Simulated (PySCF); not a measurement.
## Correlation energy of C (carbon, neutral)

[He] 2s2 2p2, high-spin 3P determinant. Calculation: PySCF 2.14, in cc-pVDZ (3s2p1d, 14 functions); the non-relativistic Hamiltonian (point nucleus). Frozen: 1s2; 4 electrons correlated.

MP2 pair energies summed by pair of shells (mhartree):

| pair | energy | share (%) |
| --- | --- | --- |
| 2s-2p | -30.35 | 58.6 |
| 2s-2s | -15.89 | 30.7 |
| 2p-2p | -5.53 | 10.7 |

Total MP2 correlation energy: -51.77 mhartree.

Same-spin part -9.33 and opposite-spin part -42.44 mhartree; SCS-MP2 scales them by 1/3 and 6/5 to -54.03 mhartree.

| level | correlation energy (mhartree) |
| --- | --- |
| CCSD | -72.91 |
| (T) | -0.93 |
| CCSD(T) | -73.84 |

Diagnostics: T1 = 0.0066, D1 = 0.0131, largest double amplitude 0.123.

Cost of the coupled-cluster step: 0.15 s of wall time on 1 thread of Neoverse-N1 (shared host), for 4 correlated electrons.

Iterations:

```
CC2 = 0
CCSD nocc = (np.int64(3), np.int64(1)), nmo = (13, 13)
frozen orbitals [[0], [0]]
max_cycle = 100
direct = 0
conv_tol = 1e-08
conv_tol_normt = 1e-06
diis_space = 8
diis_start_cycle = 0
Init t2, MP2 energy = -0.0517652541188171
Init E_corr(UCCSD) = -0.0517652541189075
cycle = 1  E_corr(UCCSD) = -0.065745684852977  dE = -0.0139804307  norm(t1,t2) = 0.0464404
cycle = 2  E_corr(UCCSD) = -0.0699984683931547  dE = -0.00425278354  norm(t1,t2) = 0.0197546
cycle = 3  E_corr(UCCSD) = -0.0729558997795104  dE = -0.00295743139  norm(t1,t2) = 0.00985867
cycle = 4  E_corr(UCCSD) = -0.072896965876907  dE = 5.89339026e-05  norm(t1,t2) = 0.00146228
cycle = 5  E_corr(UCCSD) = -0.0729109847574827  dE = -1.40188806e-05  norm(t1,t2) = 0.000217859
cycle = 6  E_corr(UCCSD) = -0.0729041947509885  dE = 6.79000649e-06  norm(t1,t2) = 3.29953e-05
cycle = 7  E_corr(UCCSD) = -0.0729072734414015  dE = -3.07869041e-06  norm(t1,t2) = 7.98171e-06
cycle = 8  E_corr(UCCSD) = -0.0729064282178891  dE = 8.45223512e-07  norm(t1,t2) = 2.93053e-06
cycle = 9  E_corr(UCCSD) = -0.0729063847505752  dE = 4.34673139e-08  norm(t1,t2) = 3.52304e-07
cycle = 10  E_corr(UCCSD) = -0.0729064038841439  dE = -1.91335687e-08  norm(t1,t2) = 6.79466e-08
cycle = 11  E_corr(UCCSD) = -0.0729064032962452  dE = 5.8789873e-10  norm(t1,t2) = 2.1097e-08
UCCSD converged
E(UCCSD) = -37.75945084061021  E_corr = -0.07290640329624522
UCCSD(T) correction = -0.000926284824805017
```
